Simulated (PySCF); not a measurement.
Computed with TPSSh-D3(BJ)/def2-TZVP // B3LYP-D3(BJ)/def2-TZVP (PySCF 2.14.0). All species are isolated molecules in the gas phase. One relaxed conformer stands for a flexible species; it need not be the lowest. Delta-SCF ions had no search for a lower state. Excitations are Tamm–Dancoff values on a coarser integration grid. The basis has no diffuse functions, so Rydberg states are missing or too high.

Reference species (SMILES): `C(N)N=C` (neutral, multiplicity 1).

```yaml
S1–T1 gap (TDA): 0.62 eV
vertical ionisation energy (Delta-SCF): 9.12 eV
S1 oscillator strength: 0.005
S1 excitation (TDA): 4.83 eV
```

Changed species: `NC(=C)N`.

**Question.** Give the shifts of the S1–T1 gap (TDA), vertical ionisation energy (Delta-SCF), S1 oscillator strength and S1 excitation (TDA).

**Answer.** the S1–T1 gap (TDA) rises by 0.37 eV, to 0.99 eV; the vertical ionisation energy (Delta-SCF) drops by 1.40 eV, to 7.72 eV; the S1 oscillator strength hardly moves; the S1 excitation (TDA) goes up by 0.46 eV, to 5.29 eV.
